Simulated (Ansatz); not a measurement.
Geometry optimisation, RKS PBE-D4/def2-SVP in Ansatz 0.2.0.

Input file:

```yaml
crystal:
  periodic: [false, false, false]
  atoms:
    - { symbol: C, position_ang: [-1.07563, 0.57475, 0.42099] }
    - { symbol: C, position_ang: [0.03097, 0.00582, 0.01135] }
    - { symbol: B, position_ang: [1.35792, -0.53535, -0.33412] }
    - { symbol: O, position_ang: [0.27113, -0.98938, -0.98132] }
    - { symbol: H, position_ang: [-2.04065, 0.32901, 0.00969] }
    - { symbol: H, position_ang: [-1.03942, 1.31811, 1.19728] }
    - { symbol: H, position_ang: [2.49569, -0.70295, -0.32387] }
basis:
  gaussian: { orbitals: def2-SVP }
hamiltonian:
  xc: pbe
  dispersion: d4
relax:
  f_tol: 0.015
  max_steps: 40
output:
  orbitals: {}
```

Run as:

```bash
$ ansatz run input.yaml --threads 1 --pin off --max-ram 2048MiB --backend cpu --events-out ev --progress --plain --runs-dir out
```

Where does it end, and by what steps?

The run converged. After 6 steps the energy has fallen by 0.107 eV; H7 moved furthest, 0.07 Å.

| step | energy less start (eV) | largest force component (eV/Å) | accepted |
| --- | --- | --- | --- |
| 0 | 0.0000 | 1.373 | yes |
| 1 | -0.0900 | 0.625 | yes |
| 2 | -0.1054 | 0.169 | yes |
| 3 | -0.1066 | 0.082 | yes |
| 4 | -0.1069 | 0.069 | yes |
| 5 | -0.1060 | 0.104 | no |
| 6 | -0.1074 | 0.007 | yes |

```xyz
7
Properties=species:S:1:pos:R:3
C -1.096 0.588 0.432
C 0.041 0.023 0.031
B 1.367 -0.536 -0.334
O 0.272 -1.006 -0.998
H -2.068 0.315 -0.008
H -1.068 1.350 1.225
H 2.552 -0.735 -0.347
```

Run time: 13 s on 1 thread of Arm Neoverse V1, on a shared host, peak memory 0.13 GiB.
